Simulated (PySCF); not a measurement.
CH12N2Si3, SMILES C[Si](N)(N)[SiH2][SiH3].

Coordinates come from a PBE0-D3(BJ)/def2-SVP optimisation. The structure was generated by enumeration, and PubChem lists no compound with its InChIKey, so it may never have been made. One conformer was computed; it need not be the lowest.

Computed with TDA-PBE/def2-SVPD (PySCF).

Vertical excitations. Isolated molecule, no solvent.

```tsv
state	energy (eV)	λ (nm)	f	main pairs
S1	5.05	245	0.014	HOMO→LUMO 98 %
S2	5.27	235	0.031	HOMO→LUMO+2 77 %, HOMO→LUMO+1 19 %
S3	5.34	232	0.047	HOMO→LUMO+1 56 %, HOMO→LUMO+2 19 %, HOMO→LUMO+3 18 %
S4	5.62	221	0.070	HOMO→LUMO+3 63 %, HOMO→LUMO+4 11 %, HOMO−1→LUMO+1 11 %
S5	5.65	219	0.026	HOMO−1→LUMO 93 %
S6	5.77	215	0.012	HOMO→LUMO+4 81 %
T1	4.82	257	0	HOMO→LUMO+1 59 %, HOMO→LUMO 37 %
T2	4.83	257	0	HOMO→LUMO 60 %, HOMO→LUMO+1 38 %
```
Triplets are in the Tamm–Dancoff approximation.
